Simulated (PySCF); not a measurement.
TaO₂Cl, SMILES [Cl][Ta](=[O])=[O], multiplicity 1. Atoms are numbered in the order given.

```xyz
4

Ta     0.2647    -0.1746     0.0000
O      0.9506     0.6135     1.3725
O      0.9506     0.6135    -1.3725
Cl    -2.0315     0.1725     0.0000
```
Charge 0, spin multiplicity 1.

Geometry optimised at PBE0-D3(BJ)/def2-SVP. The multiplicity is an assumed one; other spin states were not compared. The def2 effective core potentials stand for the cores of Ta; spin–orbit coupling is left out.

Calculation: PBE/def2-TZVPD (PySCF).

Mulliken values depend strongly on the basis, most of all with diffuse functions as here. ESP charges are fitted to the potential on shells at 1.4 to 2.0 van der Waals radii. Atomic charges (e):

```json
[
 {"atom": "Ta1", "ESP fit": "…", "Mulliken": "1.42"},
 {"atom": "O2", "ESP fit": "…", "Mulliken": "-0.50"},
 {"atom": "O3", "ESP fit": "…", "Mulliken": "-0.50"},
 {"atom": "Cl4", "ESP fit": "…", "Mulliken": "-0.43"}
]
```

Question: Some entries are withheld; supply them. (An estimate is asked for; the answer gives what the named calculation found.)

Answer: 
- Ta1, ESP fit: 1.58
- O2, ESP fit: -0.61
- O3, ESP fit: -0.61
- Cl4, ESP fit: -0.36
